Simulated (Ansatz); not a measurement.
Reaction (cleavage of the Al–Si bond): `O[SiH2][Al]([OH])[OH]` + H–F → `[OH][Al]([OH])[F]` + `O[SiH3]`

Calculated with Ansatz (gas phase, PBE0-D4/def2-TZVP geometries, no zero-point term in ΔE). CBS: MP2 limit from def2 TZ/QZ plus the TZ coupled-cluster correction, frozen cores. This one scheme is used for every species. Functionals use def2-TZVPP. Each species was taken in one conformer, which may not be the lowest.

`O[SiH2][Al]([OH])[OH]`:

```xyz
10

O    -0.159    0.628   -2.345
Si   -0.197    1.345   -0.849
Al    0.080   -0.417    0.818
O     0.103   -0.162    2.490
O     0.245   -1.928    0.058
H    -0.039   -0.323   -2.344
H    -1.484    2.081   -0.693
H     0.878    2.375   -0.774
H     0.207   -0.813    3.180
H     0.367   -2.786    0.461
```

H–F:

Z-matrix (Å, degrees):
```
F
H 1 0.920
```

`[OH][Al]([OH])[F]`:

```xyz
6

O    -0.897    0.723   -1.118
Al    0.032    0.085    0.128
O     0.614   -1.483   -0.028
F     0.364    0.977    1.472
H    -1.260    1.606   -1.095
H     1.148   -1.907    0.641
```

`O[SiH3]`:

Cartesian coordinates in Å:
```
O -0.880 -0.930 -0.056
Si 0.357 0.150 0.079
H -1.713 -0.614 -0.407
H 0.733 0.724 -1.242
H 1.498 -0.608 0.642
H 0.005 1.279 0.984
```

```
             level  ΔE (kcal/mol)
           PBE0-D4          -39.4
           ωB97M-V          -44.6
CCSD(T)/def2-TZVPP          -44.1
SCS-MP2/def2-QZVPP          -47.0
```

(1) What does CCSD(T)/CBS give? (An estimate is asked.)

Largest T1 diagnostic among the species: 0.013.

## Answers

(1) Computed: -43.6 kcal/mol. The listed levels differ from it by 4.2, -1.0, -0.5, -3.4 kcal/mol.

The D4 term adds +1.6 kcal/mol with B3LYP and +1.0 kcal/mol with PBE0; it sums over pairs of atoms, weighted by their polarisabilities, and B3LYP, whose exchange is more repulsive, gets the larger term. In def2-TZVPP, CCSD(T) changes the Hartree–Fock value by +6.3 kcal/mol (the triples alone add +1.0 kcal/mol) and MP2 by +4.4 kcal/mol.

B3LYP here is the variant with VWN-RPA as its local correlation; programs differ in this.
